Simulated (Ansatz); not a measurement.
Born–Oppenheimer molecular dynamics of CH4OZn (7 atoms, charge 0, multiplicity 1). It goes on from the last frame of an earlier run, with new velocities.

Theory: RKS PBE/def2-SVP in Ansatz.

```json
{
 "ensemble": "NVE (velocity Verlet)",
 "time step": "0.25 fs",
 "steps asked": "150",
 "starting velocities drawn for": "1000 K",
 "masses": "H 3.016 u",
 "seed": "631259"
}
```

Frames 0.5 fs apart, positions in Å, forces in eV/Å.

Velocities at 25 fs (Å/ps):

```
Zn 1.91 2.96 -2.18
O -4.25 -9.90 3.23
H -5.45 11.50 -2.32
C -1.41 -7.83 4.76
H -8.67 12.59 17.78
H -3.17 0.64 0.29
H 4.12 -5.09 -4.65
```

```xyz
7
Properties=species:S:1:pos:R:3:forces:R:3 time_fs=25 energy_less_start_eV=0.306 T=526
Zn 0.036 0.057 0.008 -0.61 0.11 -1.31
O -0.404 -0.135 1.766 0.49 0.12 -0.72
H 0.268 -0.844 1.820 0.03 -0.39 0.97
C -0.081 -0.097 -1.995 -2.17 0.79 -0.10
H -0.451 -1.116 -2.246 0.26 -0.24 0.27
H -1.060 0.520 -2.319 1.96 -0.68 0.58
H 0.742 0.106 -2.710 0.04 0.29 0.31
7
Properties=species:S:1:pos:R:3:forces:R:3 time_fs=25.5 energy_less_start_eV=0.319 T=507
Zn 0.037 0.058 0.007 -0.64 0.10 -1.22
O -0.406 -0.140 1.768 0.25 0.42 -0.82
H 0.266 -0.838 1.820 0.30 -0.68 1.01
C -0.082 -0.101 -1.993 -1.99 1.14 -0.18
H -0.455 -1.110 -2.237 0.18 -0.52 0.20
H -1.061 0.520 -2.319 1.99 -0.69 0.60
H 0.744 0.103 -2.712 -0.09 0.24 0.42
7
Properties=species:S:1:pos:R:3:forces:R:3 time_fs=26 energy_less_start_eV=0.332 T=486
Zn 0.038 0.060 0.006 -0.66 0.09 -1.12
O -0.408 -0.144 1.769 0.00 0.70 -0.92
H 0.263 -0.833 1.820 0.56 -0.95 1.04
C -0.083 -0.105 -1.990 -1.77 1.48 -0.25
H -0.459 -1.104 -2.227 0.10 -0.80 0.12
H -1.060 0.520 -2.318 1.99 -0.69 0.61
H 0.746 0.101 -2.714 -0.21 0.18 0.52
7
Properties=species:S:1:pos:R:3:forces:R:3 time_fs=26.5 energy_less_start_eV=0.344 T=468
Zn 0.039 0.061 0.005 -0.68 0.07 -1.02
O -0.410 -0.149 1.771 -0.22 0.96 -1.01
H 0.261 -0.829 1.821 0.80 -1.20 1.06
C -0.085 -0.108 -1.988 -1.54 1.78 -0.31
H -0.463 -1.099 -2.218 0.01 -1.08 0.05
H -1.057 0.519 -2.316 1.95 -0.67 0.61
H 0.748 0.099 -2.716 -0.33 0.13 0.62
7
Properties=species:S:1:pos:R:3:forces:R:3 time_fs=27 energy_less_start_eV=0.353 T=454
Zn 0.040 0.063 0.004 -0.70 0.05 -0.92
O -0.412 -0.154 1.772 -0.40 1.17 -1.09
H 0.260 -0.826 1.822 1.00 -1.39 1.08
C -0.087 -0.111 -1.986 -1.29 2.05 -0.35
H -0.467 -1.095 -2.209 -0.06 -1.33 -0.02
H -1.054 0.517 -2.315 1.89 -0.64 0.60
H 0.750 0.097 -2.716 -0.43 0.08 0.70
7
Properties=species:S:1:pos:R:3:forces:R:3 time_fs=27.5 energy_less_start_eV=0.355 T=450
Zn 0.041 0.064 0.002 -0.72 0.04 -0.82
O -0.414 -0.158 1.773 -0.53 1.32 -1.16
H 0.259 -0.823 1.825 1.15 -1.52 1.09
C -0.089 -0.114 -1.984 -1.03 2.25 -0.38
H -0.471 -1.092 -2.200 -0.13 -1.54 -0.07
H -1.048 0.515 -2.312 1.79 -0.58 0.57
H 0.751 0.095 -2.717 -0.52 0.04 0.78
7
Properties=species:S:1:pos:R:3:forces:R:3 time_fs=28 energy_less_start_eV=0.350 T=458
Zn 0.041 0.066 0.001 -0.74 0.02 -0.73
O -0.416 -0.163 1.774 -0.59 1.39 -1.22
H 0.260 -0.822 1.828 1.22 -1.58 1.09
C -0.091 -0.116 -1.982 -0.78 2.38 -0.40
H -0.475 -1.090 -2.190 -0.18 -1.70 -0.12
H -1.041 0.512 -2.309 1.66 -0.51 0.54
H 0.752 0.093 -2.717 -0.60 -0.01 0.84
7
Properties=species:S:1:pos:R:3:forces:R:3 time_fs=28.5 energy_less_start_eV=0.336 T=480
Zn 0.042 0.067 0.000 -0.75 -0.01 -0.63
O -0.419 -0.167 1.774 -0.57 1.39 -1.26
H 0.261 -0.823 1.833 1.22 -1.55 1.08
C -0.094 -0.117 -1.980 -0.53 2.43 -0.41
H -0.480 -1.089 -2.181 -0.21 -1.80 -0.15
H -1.033 0.509 -2.306 1.49 -0.41 0.49
H 0.752 0.091 -2.716 -0.65 -0.05 0.88
7
Properties=species:S:1:pos:R:3:forces:R:3 time_fs=29 energy_less_start_eV=0.314 T=515
Zn 0.043 0.069 -0.002 -0.76 -0.03 -0.53
O -0.421 -0.171 1.775 -0.48 1.31 -1.30
H 0.263 -0.824 1.838 1.14 -1.45 1.05
C -0.097 -0.118 -1.978 -0.28 2.37 -0.40
H -0.484 -1.090 -2.172 -0.22 -1.84 -0.16
H -1.024 0.506 -2.303 1.29 -0.28 0.42
H 0.752 0.089 -2.714 -0.69 -0.08 0.91
7
Properties=species:S:1:pos:R:3:forces:R:3 time_fs=29.5 energy_less_start_eV=0.285 T=559
Zn 0.044 0.070 -0.003 -0.77 -0.05 -0.43
O -0.424 -0.174 1.775 -0.31 1.17 -1.32
H 0.266 -0.827 1.844 0.98 -1.28 1.02
C -0.100 -0.119 -1.976 -0.04 2.21 -0.37
H -0.489 -1.092 -2.163 -0.20 -1.80 -0.17
H -1.013 0.503 -2.299 1.05 -0.14 0.34
H 0.751 0.087 -2.712 -0.71 -0.11 0.92
7
Properties=species:S:1:pos:R:3:forces:R:3 time_fs=30 energy_less_start_eV=0.253 T=608
Zn 0.044 0.072 -0.004 -0.77 -0.08 -0.34
O -0.426 -0.178 1.775 -0.09 0.97 -1.32
H 0.270 -0.831 1.851 0.77 -1.06 0.97
C -0.102 -0.119 -1.974 0.19 1.95 -0.32
H -0.494 -1.096 -2.155 -0.15 -1.69 -0.16
H -1.002 0.499 -2.295 0.76 0.04 0.25
H 0.750 0.085 -2.709 -0.71 -0.13 0.92
7
Properties=species:S:1:pos:R:3:forces:R:3 time_fs=30.5 energy_less_start_eV=0.223 T=655
Zn 0.045 0.073 -0.006 -0.77 -0.10 -0.24
O -0.429 -0.181 1.775 0.17 0.74 -1.32
H 0.275 -0.835 1.858 0.51 -0.80 0.90
C -0.105 -0.119 -1.973 0.42 1.60 -0.25
H -0.499 -1.101 -2.146 -0.09 -1.52 -0.14
H -0.990 0.495 -2.290 0.44 0.24 0.14
H 0.748 0.083 -2.705 -0.68 -0.15 0.90
```

Of the whole run (38 fs, mean temperature of the second half 593 K): The conserved energy stayed within 0.032 meV per atom of its start (net change -0.0084 meV per atom), so the integration is sound. A run of 0.037 ps of so small a system gives no equilibrium averages.

The run took 5.4 min on 1 thread of Arm Neoverse V2, on a shared host, peak memory 0.14 GiB.
